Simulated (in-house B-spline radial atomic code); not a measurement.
The scandium ion Sc³⁺ is squeezed into an impenetrable sphere of radius R (the orbitals vanish at R). Method: non-relativistic r2SCAN, spin-polarised, spherical fractional occupations, point nucleus. Calculated with a radial B-spline atomic code at the basis-set limit.

Energies in eV above the free ion in [Ne] 3s2 3p6:

```csv
R (bohr),highest level (eV),[Ne] 3s2 3p6,[He] 2s2 2p5 3s2 3p6 3d1,[Ne] 3s1 3p6 3d1
8.66,-65.4,0,406.6,54.35
6.09,-65.4,0,406.6,54.35
4.75,-65.4,0.002565,406.6,54.37
4.45,-65.4,0.008059,406.6,54.39
3.34,-65,0.4908,407.3,55.3
2.9,-64,2.338,409.2,57.83
2.42,-60.1,12.22,419,69.42
2.25,-57.1,21.7,428.4,79.88
1.77,-36.1,108.1,514.6,169.7
1.39,17.3,392.7,804.5,451
```

Does [He] 2s2 2p5 3s2 3p6 3d1 fall below [Ne] 3s2 3p6 under compression?

No, it stays above over the whole range.

Does [Ne] 3s1 3p6 3d1 fall below [Ne] 3s2 3p6 under compression?

No, it stays above over the whole range.

The highest level is first positive in the row R = 1.39 bohr, pushed up by confinement above the zero of the free ion's potential. Each configuration is held fixed and needn't be the lowest in the sphere.
